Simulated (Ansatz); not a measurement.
Consider the ligand exchange at a B–O bond: `BO[SiH](O)F` + `OC[SiH](F)F` → `BOC[SiH](F)F` + `O[SiH](O)F`.

Calculated with Ansatz (gas phase, PBE0-D4/def2-TZVP geometries, no zero-point term in ΔE). CCSD(T)/CBS adds triple-zeta CCSD(T) − MP2 to the extrapolated MP2 energy (def2 sets, frozen cores). This one scheme is used for every species. Functionals use def2-TZVPP. Each species was taken in one conformer, which may not be the lowest.

| level | ΔE (kJ/mol) |
| --- | --- |
| r2SCAN | -19.6 |
| HF/CBS(def2) | -13.2 |

(1) What does CCSD(T)/CBS give? (Best estimate.)

Largest T1 diagnostic among the species: 0.013.

## Answers

(1) The calculation gave: -20.3 kJ/mol. The listed levels differ from it by 0.7, 7.1 kJ/mol.

In def2-TZVPP, CCSD(T) changes the Hartree–Fock value by −7.3 kJ/mol (the triples alone add −1.3 kJ/mol) and MP2 by −8.1 kJ/mol.
